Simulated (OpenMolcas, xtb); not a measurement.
**How methods differ on CH3FGeO (SMILES C[O][Ge][F])**

CH3FGeO: 7 atoms, total charge 0, spin state singlet. SMILES: `C[O][Ge][F]`. Geometry: relaxed at PBE0-D4/def2-TZVP. This is one conformer, not always the lowest.

Quantity: the vertical ionisation energy (to the doublet cation), in eV. The values are calculated.

| level | kind | program | value (eV) | less CCSD(T)/6-31G* | CPU time (all runs) |
| --- | --- | --- | --- | --- | --- |
| GFN2-xTB | semi-empirical | xtb | 15.09 | +4.81 | under 2 s |
| HF/6-31G* (spherical functions) | Hartree–Fock | OpenMolcas | 9.90 | -0.38 | 23 s |
| SVWN5/6-31G* (spherical functions) | LDA | OpenMolcas | 10.23 | -0.05 | 52 s |
| BLYP/6-31G* (spherical functions) | GGA | OpenMolcas | 9.91 | -0.37 | 69 s |
| M06-L/6-31G* (spherical functions) | meta-GGA | OpenMolcas | 10.08 | -0.20 | 92 s |
| BHLYP/6-31G* (spherical functions) | global hybrid | OpenMolcas | 10.54 | +0.26 | 78 s |
| M06-2X/6-31G* (spherical functions) | hybrid meta-GGA | OpenMolcas | 10.32 | +0.04 | 95 s |
| CCSD(T)/6-31G* (spherical functions), open shells restricted | coupled cluster or CI | OpenMolcas | 10.28 | 0.00 | 2.4 min |

Differences are taken from CCSD(T)/6-31G* (spherical functions), open shells restricted for orientation; it has basis-set and higher-order errors of its own. All-electron rows without a relativistic Hamiltonian named are non-relativistic. The values span 9.90 to 15.09 eV. The xTB values lack the empirical shift that such differences need. In the correlated wave-function rows the outer d shell of Ge is correlated, in sets not made for it. CPU times are rough (shared hosts, several kinds of processor and program).
